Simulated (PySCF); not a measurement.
BrFH2O2Si, SMILES O[Si](Br)(O)F.

Geometry optimised at r2SCAN-D4/def2-SVP. A frequency run showed that this geometry is not a minimum. The structure was generated by enumeration, and PubChem lists no compound with its InChIKey, so it may never have been made. The values are those of a single conformer.

These are PySCF with PBE0/def2-TZVP values and carry that method's errors.

The molecule is in vacuum.

The total energy comes out as -3114.82387 hartree and the highest occupied level is -8.83 eV. The lowest empty level is 0.00 eV. The orbital gap is 8.83 eV. The dipole moment comes out as 2.19 D. The quadrupole, principal values (traceless, Buckingham form, about the centre of nuclear charge) is -8.15, 2.43, 5.72 D·Å. The mean static polarisability is 46.7 bohr³ (6.91 Å³). The polarisability, principal values is 40.1, 43.6, 56.3 bohr³.
